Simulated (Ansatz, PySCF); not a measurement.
Reaction 2 R1 + R2 → P1 + P2 + P3, each structure at its B3LYP-D3(BJ)/def2-TZVP stationary point, reached from a drawn start (curvature not checked).
P1, CH4 (SMILES C) (charge 0, multiplicity 1):
```xyz
5

C      0.0000     0.0000     0.0000
H      0.6289     0.6289     0.6289
H     -0.6289    -0.6289     0.6289
H      0.6289    -0.6289    -0.6289
H     -0.6289     0.6289    -0.6289
```
R1: H2 (SMILES [H][H]), charge 0, multiplicity 1.
P2: HCl (SMILES Cl), charge 0, multiplicity 1.
P3, SiH4 (SMILES [SiH4]) (charge 0, multiplicity 1):
```xyz
5

Si     0.00000     0.00000     0.00000
H      0.85468     0.85468     0.85468
H     -0.85468    -0.85468     0.85468
H     -0.85468     0.85468    -0.85468
H      0.85468    -0.85468    -0.85468
```
R2: CH5ClSi (SMILES C[SiH2]Cl), charge 0, multiplicity 1.

P less R. No zero-point or thermal terms.

Cores are frozen in the correlated methods.

Programs: Ansatz (Gaussian basis) for Hartree–Fock, density functionals and correlated methods; PySCF for the D3/D4 terms. No computed number here is a measurement.

```
level                 reaction energy (kcal/mol)
--------------------  --------------------------
BLYP/def2-TZVPP                             8.76
BLYP-D4/def2-TZVPP                         12.56
B3LYP/def2-TZVPP                            8.79
BHLYP/def2-TZVPP                            8.32
B2PLYP/def2-TZVPP                          10.77
B2PLYP-D4/def2-TZVPP                       12.05
MP2/cc-pV(Q+d)Z                       (withheld)
CCSD(T)/cc-pV(T+d)Z                   (withheld)
CCSD(T)/cc-pV(Q+d)Z                   (withheld)
```

### Question
Fill in the missing entries.

### Answer

- MP2/cc-pV(Q+d)Z, reaction energy (kcal/mol): 15.78
- CCSD(T)/cc-pV(T+d)Z, reaction energy (kcal/mol): 10.87
- CCSD(T)/cc-pV(Q+d)Z, reaction energy (kcal/mol): 12.49

Ansatz is a program for electronic structure.
